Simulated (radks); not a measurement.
Question: The mean radii <r> (bohr) of the occupied orbitals of an atom or ion are listed with their occupations. Method: Dirac Kohn-Sham, BLYP, spin-unpolarised, spherical densities, finite nucleus; Fermi nuclear charge, rms radius of each element as measured or else 0.836 A^(1/3) + 0.57 fm; computed with a radial shooting solver on a logarithmic mesh with Libxc functionals.

orbital  occ.      <r>
1s1/2       2  0.05619
2s1/2       2   0.2553
2p1/2       2   0.2228
2p3/2       4   0.2259
3s1/2       2   0.7682
3p1/2       2   0.7992
3p3/2       4   0.8084
3d3/2       4   0.9416
3d5/2       2   0.9456
4f5/2       1    5.801

Name the element and its charge. Open shells, if any, fill j = l - 1/2 first.

Answer: Z = 27, cobalt, charge +2: Co2+ in [Ar] 3d6 4f1. The 1s radius gives Z: for a bare nucleus <r> = (2 gamma + 1)/(2Z) with gamma = sqrt(1 - (Z/c)^2), 0.05483 bohr for Z = 27, and screening makes it slightly larger (0.05619 here). The occupations add up to 25, and the charge is Z minus that.
